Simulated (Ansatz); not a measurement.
`Cl[SiH2][O][SnH3]` and `[SiH3][O][SnH3]` differ in one atom or group.

Ansatz, PBE0-D4/def2-TZVP geometries, multiplicity 1. Each molecule was computed in one conformer, which needn't be the lowest.

Elements past krypton have def2 core potentials.

| property | `Cl[SiH2][O][SnH3]` |
| --- | --- |
| size of the dipole moment (B3LYP/def2-TZVPP) / D | 2.10 |
| HOMO energy (ωB97M-V/def2-TZVPP) / eV | -10.60 |
| HOMO–LUMO gap (ωB97M-V/def2-TZVPP) / eV | 11.33 |
| HOMO energy (PBE/def2-TZVPP) / eV | -6.96 |
| HOMO–LUMO gap (PBE/def2-TZVPP) / eV | 5.36 |
| HOMO energy (B3LYP/def2-TZVPP) / eV | -8.14 |

(1) Give the same properties after the change, and the shifts. (Best estimate.)

Results:

(1) Computed: 
```csv
property,`[SiH3][O][SnH3]`,shift
size of the dipole moment (B3LYP/def2-TZVPP) / D,2.04,-0.06
HOMO energy (ωB97M-V/def2-TZVPP) / eV,-10.55,0.05
HOMO–LUMO gap (ωB97M-V/def2-TZVPP) / eV,11.32,-0.01
HOMO energy (PBE/def2-TZVPP) / eV,-6.82,0.14
HOMO–LUMO gap (PBE/def2-TZVPP) / eV,5.24,-0.12
HOMO energy (B3LYP/def2-TZVPP) / eV,-8.04,0.10
```

Dipoles are sizes alone; their direction can turn.

B3LYP here is the variant with VWN-RPA as its local correlation; programs differ in this.
